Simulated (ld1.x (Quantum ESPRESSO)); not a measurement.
## Before and after: TM potential for phosphorus

phosphorus, norm-conserving Troullier–Martins (Kleinman–Bylander form), made with ld1.x (Quantum ESPRESSO) 7.5 (PBE, scalar-relativistic). Core [Ne], reference 3s2 3p3. Waves: 3s (bound): rc 1.65 bohr; 3p (bound): rc 1.85 bohr; 3d channel at 0.05 Ry: rc 1.80 bohr. Local part: the d channel. Core correction: none.

Change: wave 3s (bound): rc 1.65 bohr becomes 3s (bound): rc 2.08 bohr.

Cutoffs: the cutoffs (Ry, on a coarse ladder) from which the occupation-weighted sum of valence levels, in a spherical-Bessel basis at the reference potential, stays within 10 and 1 mRy of its value at 400 Ry; they do not see the model core or the augmentation charge, which bear on the density cutoff. Errors are all-electron minus pseudo energies relative to the spin-unpolarised reference configuration.

**Question.** How do hardness, ghosts and transferability respond?

**Answer.** The potential gets softer (21 Ry and 45 Ry → 15 Ry and 35 Ry); of the 7 tests that both files solve, the error grows in 6 and shrinks in 0 by more than 15 % and 0.3 meV (median size 1.5 → 5.6 meV); neither file shows a bound ghost. A larger radius leaves more room for a smooth pseudo-wave, so fewer plane waves are needed. More of the atom is replaced by a form fitted at one configuration, so other configurations suffer.

| quantity | base | changed |
| --- | --- | --- |
| cutoff, loose | 21 Ry | 15 Ry |
| cutoff, tight | 45 Ry | 35 Ry |
| loose cutoff by channel (10 mRy a level) | s 18 Ry, p 8 Ry | s 12 Ry, p 8 Ry |
| bound ghosts | none | none |
| error for 3s2 3p2, meV [ΔE 9.73 eV] | +2.6 | +5.6 |
| error for 3s2 3p1, meV [ΔE 28.88 eV] | +23 | +44 |
| error for 3s2 3p0, meV [ΔE 58.62 eV] | +97 | +167 |
| error for 3s2 3p3.3, meV [ΔE -1.31 eV] | +0.2 | +0.3 |
| error for 3s2 3p2.5, meV [ΔE 3.77 eV] | +0.3 | +0.8 |
| error for 3s0 3p5, meV [ΔE 17.20 eV] | +1.5 | +12 |
| error for 3s1 3p4, meV [ΔE 8.53 eV] | +1.0 | +2.7 |
